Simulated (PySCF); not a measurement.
## S(2+): excitation energy

S(2+) [Ne] 3s2 3p2 (3P) → S(2+) [Ne] 3s2 3p1 4s1 (3P), as a difference of total energies. Calculation: PySCF 2.14, in aug-cc-pCVTZ-DK with one added diffuse shell each of s, p, d, f type (9s8p6d4f, 91 functions); the spin-free X2C one-electron Hamiltonian (Gaussian nucleus). Correlated levels: valence: [Ne] frozen; valence and next inner shell: 1s2 frozen; nothing frozen. The calculations carry no spin-orbit coupling.

```
                                method  excitation energy (eV)
                                   UHF                  17.856
                                   LDA                  17.772
                                   PBE                  17.808
                                r2SCAN                  18.366
                                  BP86                  17.834
                                  PW91                  17.839
                                 B97-3                  18.051
                             CAM-B3LYP                  17.905
                         MP2 (valence)                  17.937
                     SCS-MP2 (valence)                  17.920
SCS-MP2 (valence and next inner shell)                  17.920
                   MP2 (all electrons)                  17.938
               SCS-MP2 (all electrons)                  17.923
```

Task: Estimate what MP2 (valence and next inner shell) gives.

Result: 17.933 eV, closest to MP2 (valence) among the rows shown.

Task: Estimate what PBE0 gives.

Result: 17.972 eV, closest to MP2 (all electrons) among the rows shown.

A first-order spin-orbit estimate (lowest level to lowest level, LS coupling) adds -0.007 eV.

The promoted electron is Rydberg-like, and one or two diffuse shells describe it only roughly, which tends to raise the upper state.
